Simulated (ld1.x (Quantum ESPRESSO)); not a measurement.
# Si (Z = 14), ultrasoft: configuration errors across variants

- Element: Si (Z = 14)
- Generator: ld1.x (Quantum ESPRESSO) 7.5
- Type: ultrasoft
- Functional: PBE
- Relativity: scalar-relativistic
- Frozen core: [Ne]
- Valence charge: 4
- Reference configuration: 3s2 3p1 (charge +1)
- Partial waves: 3s (bound): rcut 1.35, rcutus 1.85 bohr; 3s channel at -0.6 Ry: rcut 1.35, rcutus 1.85 bohr; 3p (bound): rcut 1.80, rcutus 2.10 bohr; 3p channel at -0.45 Ry: rcut 1.80, rcutus 2.10 bohr
- Local potential: all-electron potential smoothed inside 2.00 bohr (lloc = -1)
- Core correction: Bessel-smoothed model core inside 1.30 bohr
- Augmentation charge: built from norm-conserving waves at rcut, not smoothed further

All-electron excitation energies from the reference (eV): (1) 3s2 3p2 -7.740; (2) 3s2 3p0 15.993; (3) 3s1 3p0 49.964; (4) 3s2 3p1.5 -4.819; (5) 3s1 3p3 -0.926; (6) 3s0 3p4 6.038; (7) 3s2 3p2.3 -8.670.

2 further variants failed, have other tests or another functional or relativity, and are left out.

Errors AE − PS in meV (a dash: test not solved or not reliable):

```csv
change,(1),(2),(3),(4),(5),(6),(7),bound ghosts
base,+1.5,+4.5,+31,+0.7,-2.0,-9.6,+1.8,none
core correction Bessel-smoothed model core inside 2.28 bohr,-0.8,-1.9,+29,-0.1,+0.1,+8.0,-1.3,none
"waves 3s (bound): rcut 1.35, rcutus 2.20 bohr; 3s channel at -0.6 Ry: rcut 1.35, rcutus 2.20 bohr",+1.5,+4.7,+34,+0.7,-1.9,-9.6,+1.8,none
"waves 3p (bound): rcut 1.74, rcutus 1.84 bohr; 3p channel at -0.45 Ry: rcut 1.74, rcutus 1.84 bohr",+1.4,+4.4,+30,+0.7,-1.8,-8.9,+1.7,none
local potential all-electron potential smoothed inside 1.58 bohr (lloc = -1),+1.5,+4.5,+31,+0.7,-2.0,-9.6,+1.8,none
type TM; waves now 3s (bound): rc 1.85 bohr; 3p (bound): rc 2.10 bohr; local potential all-electron potential smoothed inside 1.40 bohr (lloc = -2),+4.0,+9.6,+57,+1.5,-1.9,-11,+5.3,none
local potential all-electron potential smoothed inside 1.40 bohr (lloc = -1),+1.5,+4.5,+31,+0.7,-2.0,-9.6,+1.8,none
"wave 3p channel at -0.45 Ry: rcut 1.80, rcutus 2.10 bohr becomes 3p channel at 0.14 Ry: rcut 1.80, rcutus 2.10 bohr",+1.5,+4.5,+31,+0.7,-2.0,-9.6,+1.9,none
```

Task: Give the same row for: all radii but the core radius scaled by about 1.15 (s 2.12, p 2.42 bohr, rcut 1.56/2.06); local potential all-electron potential smoothed inside 2.30 bohr (lloc = -1).

Result: +1.6, +4.9, +37, +0.7, -1.6, -7.5, +1.9; bound ghosts: none.
